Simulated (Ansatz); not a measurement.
Ansatz (a first-principles code) job for CHO2, SMILES [O][C]O (connectivity only; charge and spin as stated), neutral, multiplicity 2, PBE/def2-TZVPD. Geometry: B3LYP-D3(BJ)/def2-TZVP. The values are those of a single conformer.

Ansatz 0.2 input:
```yaml
crystal:
  periodic: [false, false, false]
  atoms:
    - {symbol: C, position_ang: [-0.38711651, 0.13278791, 0.00000000]}
    - {symbol: O, position_ang: [0.13672103, 1.18602246, 0.00000000]}
    - {symbol: O, position_ang: [0.21201950, -1.06629010, 0.00000000]}
    - {symbol: H, position_ang: [-0.46722524, -1.75458631, 0.00000000]}
basis:
  gaussian:
    orbitals: def2-TZVPD
hamiltonian:
  xc: {name: PBE}
magnetization: {spin_polarized: true, initial_magnetization: 1}
```

Output:

```
WARN ansatz: RAYON_NUM_THREADS=1 ignored (pool sized by the plan → 1); use --threads N
Functional definition: PBE
integrals: 0.03 GiB planned
593 factors; their error is unknown
mean field: 0.37 GiB planned
mean field evaluation 1: about -5137.1339 eV, gradient 4.2e1 eV
mean field evaluation 2: about -5111.0982 eV, gradient 9.2e1 eV
mean field evaluation 4: about -5142.4052 eV, gradient 9.0e0 eV
mean field evaluation 8: about -5142.6615 eV, gradient 2.1e-2 eV
mean field evaluation 16: about -5142.6535 eV, gradient 2.4e-5 eV
mean field -5142.65345061 eV, -188.9890284941 hartree, gradient 2.4e-5 eV, S^2 0.752241; 0 other end points of the search recorded, 0 dependent functions left out
reference -5142.65350271 eV, -188.9890304087 hartree; 12, 11 occupied and 114, 115 virtual orbitals, 593 factors
Total energy: -5142.65350271 eV, -188.9890304087 hartree
```

The run converged.

Cost: very roughly 2.9 core-seconds.
